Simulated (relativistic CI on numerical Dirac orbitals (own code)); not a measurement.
# Mn+ in a cubic cluster: 3s photoemission with charge transfer

Computed with a charge-transfer multiplet model of a cubic metal-ligand cluster with up to 3 ligand holes, Slater and spin-orbit integrals from Dirac-Coulomb-Breit ions, Slater integrals scaled by 0.8. The ground state mixes d6 with configurations of k ligand holes L, whose averages lie at kΔ + k(k − 1)U_dd/2; a core hole lowers each added d electron by U_cd. 300 K, Lorentzian 1.4 eV and Gaussian 0.8 eV FWHM.

Atomic integrals in eV (Slater integrals scaled, ζ unscaled), ground: F2dd 7.203, F4dd 4.433, zeta_d 0.031; with the core hole: F2dd 8.355, F4dd 5.195, zeta_d 0.039, G2cd 8.770.

Cluster parameters (eV): Δ = 9.1, U_dd = 6.9, U_cd = 8.7, 10Dq(ligand) = 1, V(eg) = 2.65, V(t2g) = -1.32, final-state hopping factor = 1.

| Case | n_d | d6 | d7L | d8L2 | d9L3 | S |
| --- | --- | --- | --- | --- | --- | --- |
| 10Dq = 0.45 eV | 6.13 | 0.87 | 0.12 | 0.00 | 0.00 | 2.00 |
| 10Dq = 1.05 eV | 6.23 | 0.78 | 0.21 | 0.01 | 0.00 | 0.02 |
| 10Dq = 1.35 eV | 6.23 | 0.78 | 0.20 | 0.01 | 0.00 | 0.01 |
| 10Dq = 1.65 eV | 6.22 | 0.79 | 0.20 | 0.01 | 0.00 | 0.01 |
| 10Dq = 1.95 eV | 6.22 | 0.79 | 0.20 | 0.01 | 0.00 | 0.00 |

Weights, n_d and S are thermal averages at 300 K. Binding energies count from the first peak over 30 % of the highest in each spectrum, which can be another peak from case to case. The parameters are a model scan and need not match a compound or its usual spin state. Peaks in eV (height, largest 100):
- 10Dq = 0.45 eV: 0.0 (100), 8.1 (52), 14.7 (16)
- 10Dq = 1.05 eV: 0.0 (100), 7.2 (20), 9.5 (22)
- 10Dq = 1.35 eV: 0.0 (100), 7.2 (20), 9.4 (21)
- 10Dq = 1.65 eV: 0.0 (100), 7.2 (20), 9.5 (20)
- 10Dq = 1.95 eV: 0.0 (100), 7.2 (20), 9.5 (19)

Curve for 10Dq = 1.65 eV (points under 2 left out, the grid thinned):

```csv
E (eV),Intensity
-3.4,5.0
-3.0,6.3
-2.6,8.3
-2.2,11.4
-1.8,16.4
-1.4,25.4
-1.1,36.7
-0.7,60.7
-0.3,89.1
0.1,99.8
0.5,81.3
0.9,52.6
1.3,31.8
1.7,20.1
2.1,13.7
2.5,10.0
2.9,7.7
3.2,6.6
3.6,5.6
4.0,5.0
4.4,4.7
4.8,4.8
5.2,5.2
5.6,6.2
6.0,8.3
6.4,12.2
6.8,17.1
7.2,19.9
7.5,18.8
7.9,15.3
8.3,13.3
8.7,14.5
9.1,18.0
9.5,20.2
9.9,17.5
10.3,12.2
10.7,7.9
11.1,5.3
11.5,3.8
11.8,3.1
12.2,2.5
12.6,2.2
13.0,2.1
13.4,2.1
13.8,2.0
```

For the case 10Dq = 1.05 eV, Δ = 9.1 eV is larger than U_dd = 6.9 eV, the Mott-Hubbard side of the Zaanen-Sawatzky-Allen scheme. With the core hole the average of the configuration with one ligand hole lies at Δ − U_cd = 0.4 eV before mixing: the effective hopping of about 5.1 eV (from the holes of the mixed ground state) is comparable with this gap or larger, so the configurations mix strongly. The thermal average of S changes within this range, from 2.0 to 0.0; a value between half-integers is an average over states of different spin.

Without intra-shell correlation the exchange splitting of the 3s hole comes out too large.
